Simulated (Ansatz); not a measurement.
Coupled-cluster diagnostics for the cluster Cs3H4⁻, Ansatz.

Geometry of the singlet (PBE-D4/def2-TZVPD):

Cartesian coordinates in Å:
```
Cs -1.706 -1.729 -0.494
Cs 0.150 0.937 2.291
Cs 1.894 0.319 -1.567
H -0.465 -0.679 -2.857
H 0.933 -1.310 0.633
H -2.491 0.043 1.619
H 1.685 2.418 0.375
```

In the def2 sets Cs takes a core potential; there is no spin–orbit coupling. Correlated methods freeze no core orbitals; core or outer-core shells of Cs are correlated, in sets that lack core-valence functions. The structure comes from a short search, and lower isomers may exist.

Q: Estimate the CCSD(T) correlation energy, the shares of MP2 and (T), T1 and the reference's ⟨S²⟩ for: charge -1, singlet, own geometry in def2-TZVPPD; and the rough time on 4 threads of Arm Neoverse V2 on a shared host.

A: 
```tsv
state	basis	correlation (eV)	MP2 share (%)	(T) share (%)	T1	⟨S²⟩ (pure)	wall time
charge -1, singlet, own geometry	def2-TZVPPD	-16.974	86.5	2.6	0.010	0.00 (0.00)	60 s
```
Customary marks for T1 are 0.02 (closed shells), 0.045 (open shells) and about 0.05 (3d metals). T1 stays under 0.02 throughout.
